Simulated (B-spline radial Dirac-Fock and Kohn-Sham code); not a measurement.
# Dipole and non-dipole photoemission parameters of Ir 4p3/2

System: neutral iridium, configuration [Xe] 4f14 5d7 6s2; threshold 495.8 eV (tabulated edge). Level of theory: Dirac-Hartree-Slater photoionisation with a Latter tail; cross sections with all multipoles, angular parameters from the dipole term and its interference with E2; a radial finite-basis atomic code.

Input file task.json (cfg lists n, l and occupation; rrms is the nuclear radius in fm):

```json
{"items": [{
  "Z": 77,
  "q": 0,
  "cfg": [[1, 0, 2], [2, 0, 2], [2, 1, 6], [3, 0, 2], [3, 1, 6], [3, 2, 10], [4, 0, 2], [4, 1, 6], [4, 2, 10], [4, 3, 14], [5, 0, 2], [5, 1, 6], [5, 2, 7], [6, 0, 2]],
  "A": 193,
  "rrms": 5.4032,
  "do": "xps",
  "hv": [60, 66.0, 79.7, 80, 111.0, 121.0, 150, 178.0, 400, 444.0, 523.0, 547.0, 600, 735.0, 963.0, 1010.0, 1253.6, 1420.0, 2000, 2150.0, 2820.0, 3520.0, 3740.0, 4490.0, 5414.7, 5510.0, 6170.0, 6910.0, 8070.0, 9900.0],
  "edges": {"K": 76111.0, "L1": 13419.0, "L2": 12824.0, "L3": 11215.0, "M1": 3174.0, "M2": 2909.0, "M3": 2551.0, "M4": 2116.0, "M5": 2040.0, "N1": 691.1, "N2": 577.8, "N3": 495.8, "N4": 311.9, "N5": 296.3, "N6": 63.8, "N7": 60.8, "O1": 95.2, "O2": 63.0}
}]}
```

Run with: `python xray2_run.py task.json out`

For linearly polarised light dσ/dΩ = σ/(4π) [1 + β P₂(cos θ) + (δ + γ cos²θ) sin θ cos φ], with θ from the polarisation vector and φ the angle between the beam and the projection of the electron momentum on the plane normal to the polarisation.

| hν (eV) | σ (kb) | β | γ | δ |
| --- | --- | --- | --- | --- |
| 523 | 231 | -0.776 | -0.179 | 0.057 |
| 547 | 223 | -0.509 | -0.236 | 0.083 |
| 600 | 209 | -0.042 | -0.191 | 0.106 |
| 735 | ? | ? | ? | ? |
| 963 | 135 | 1.055 | 0.316 | 0.047 |
| 1010 | 128 | 1.114 | 0.332 | 0.041 |
| 1253.6 | 97.7 | 1.322 | 0.331 | 0.020 |
| 1420 | 82.2 | 1.411 | 0.292 | 0.012 |
| 2000 | 48.8 | 1.582 | 0.125 | 0.002 |
| 2150 | 43.4 | 1.608 | 0.089 | 0.001 |
| 2820 | 27.2 | 1.681 | -0.017 | 0.002 |
| 3520 | 17.9 | 1.718 | -0.047 | 0.004 |
| 3740 | 16.0 | 1.726 | -0.045 | 0.005 |
| 4490 | 11.1 | 1.741 | -0.007 | 0.008 |
| 5414.7 | 7.54 | 1.746 | 0.083 | 0.011 |
| 5510 | 7.26 | 1.746 | 0.094 | 0.011 |
| 6170 | 5.69 | 1.745 | 0.176 | 0.013 |
| 6910 | 4.44 | 1.740 | 0.276 | 0.015 |
| 8070 | 3.12 | 1.728 | 0.439 | 0.018 |
| 9900 | 1.94 | 1.705 | 0.697 | 0.024 |

Question: Give the values at 735 eV.

Answer: σ = 178 kb, β = 0.591, γ = 0.090, δ = 0.088.

Values without a named source are computed, but for edge energies of neutral atoms, which are taken from tables.
